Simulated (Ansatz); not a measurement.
Basis-set extrapolation for `C=N[SiH2]N` (PBE0-D4/def2-TZVP geometry, frozen core, Ansatz). Multiplicity 1, RHF reference.

```
                      def2-TZVPP   def2-QZVPP
                 HF  -439.294677  -439.311494
    MP2 correlation    -0.698446    -0.747773
CCSD(T) correlation    -0.764339      not run
```

Energies in hartree. Use E(X) = E(∞) + A·exp(−7.88·√X) for Hartree–Fock and E(X) = E(∞) + B·X^(−2.97) for correlation, with X = 3 and 4, and add CCSD(T) minus MP2 of the smaller set to the MP2 limit.

Task: What is the CCSD(T) energy at the basis-set limit?

Result: HF limit: -439.311494 + (-0.016817) × 0.13774 = -439.31381. MP2 limit: -0.747773 + (-0.049327) × 0.74074 = -0.78431. Higher-order term: -0.764339 − (-0.698446) = -0.06589. Total: -440.16401 hartree, 275.7 kJ/mol below CCSD(T)/def2-TZVPP.
